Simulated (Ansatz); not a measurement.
Isolated molecules relaxed with PBE0-D4/def2-TZVP in Ansatz; ΔE leaves out vibrations. CCSD(T)/CBS is the MP2 limit (def2-TZVPP, def2-QZVPP) plus CCSD(T) − MP2 in def2-TZVPP, frozen cores. DFT in def2-TZVPP. B3LYP here is the variant with VWN-RPA as its local correlation; programs differ in this. HSE06 is defined as in plane-wave codes. One conformer a species, not always the lowest.

`O[B](F)[AlH][F]` + `[SiH3]P[SiH3]` → `O[BH][AlH][F]` + `F[SiH2]P[SiH3]`  (redistribution)

**Question.** Is it downhill or uphill in electronic energy at CCSD(T)/CBS, and by how much? (Estimate.)

**Answer.** Ansatz gave: Uphill: ΔE = +29.8 kJ/mol.

**Question.** What do these levels give: HSE06-D4, ωB97X-V, ωB97M-V, PBE0, B3LYP, r2SCAN0, MP2/def2-SVP, CCSD(T)/def2-SVP, MP2/def2-TZVPP, CCSD(T)/def2-TZVPP, HF/def2-QZVPP, MP2/def2-QZVPP? (An estimate is asked.)

**Answer.** Ansatz gave: HSE06-D4 40.0, ωB97X-V 34.0, ωB97M-V 35.1, PBE0 39.1, B3LYP 33.4, r2SCAN0 37.9, MP2/def2-SVP 57.1, CCSD(T)/def2-SVP 58.3, MP2/def2-TZVPP 32.6, CCSD(T)/def2-TZVPP 34.9, HF/def2-QZVPP 25.9, MP2/def2-QZVPP 28.9 kJ/mol.

Largest T1 diagnostic among the species: 0.014.

Leaving LDA and LC-ωPBE aside and taking each functional with its dispersion term where it has one, the values, not all of them listed here, spread over 10.1 kJ/mol, from BHLYP-D4 to PBE-D4. LDA lies +9.4 kJ/mol from PBE without D4. In def2-TZVPP, CCSD(T) changes the Hartree–Fock value by +6.8 kJ/mol (the triples alone add +1.8 kJ/mol) and MP2 by +4.5 kJ/mol. At CCSD(T), def2-SVP lies +28.5 kJ/mol from the extrapolated value and def2-TZVPP +5.1 kJ/mol.
